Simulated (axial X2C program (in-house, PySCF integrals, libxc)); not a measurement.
**Low determinants of YGe at the PBE0 level, spin-free**

Calculated with an in-house all-electron X2C program for linear molecules (integrals from PySCF). Spin-free means the one-electron spin-free X2C Hamiltonian. Basis: Y dyall-cv3z [11s12p9d6f3g], Ge dyall-cv3z [9s9p7d4f1g] (cores contracted in-house); Gaussian nuclei, density fitting, unrestricted open shells. Masses: Y 88.906 u, Ge 73.921 u.

Search at 2.716 Å (vertical energies from the lowest determinant):

```
ΔE (eV)             state  electrons beyond evenly filled partner blocks  electrons in σ, π, δ, φ
   0.00  M_S = 3/2, Λ = 0                                   σα, π+α, π-α                33 30 8 0
   0.18  M_S = 1/2, Λ = 0                                   σβ, π+α, π-α                33 30 8 0
   0.72  M_S = 1/2, Λ = 0                                   σα, π+β, π-α                33 30 8 0
   0.79  M_S = 3/2, Λ = 1                          2 × σα, π+α, π+β, π-α                32 31 8 0
   0.87  M_S = 5/2, Λ = 2                          2 × σα, π+α, π-α, δ+α                32 30 9 0
```

Lowest determinant, M_S = 3/2, Λ = 0 (beyond evenly filled blocks: σα, π+α, π-α): Re = 2.707 Å, ωe = 222.0 cm⁻¹.

The determinant in row 2 of the search, M_S = 1/2, Λ = 0 (beyond evenly filled blocks: σβ, π+α, π-α), was followed along the bond at PBE0; measured from the minimum of the lowest determinant it gives:

Te = 0.178 eV (1437 cm⁻¹), Re = 2.693 Å, ωe = 232.9 cm⁻¹.

Task: Compare the bond of the determinant in row 2 with that of the lowest one.

Result: At PBE0 its Re is 0.014 Å shorter and its force constant, which goes as ωe², is 1.10 times that of the lowest determinant. This determinant mixes spin states, so it has no term energy of its own.

The search compares states at one distance, so a state with another bond length can lie lower; it is not exhaustive and yields mostly the lowest determinant of each block pattern, so other components and higher states of one pattern are missing. These are energies of single determinants, not of spin-adapted states; PBE0 term energies can be off by some tenths of an eV, and the functional has no current term. The lowest determinant need not be the ground state where others lie within half an eV. Row 1 is spin-contaminated (⟨S²⟩ = 3.84 against 3.75), so its values are not those of a pure state. Row 2 is spin-contaminated (⟨S²⟩ = 1.77 against 0.75), so its values are not those of a pure state.
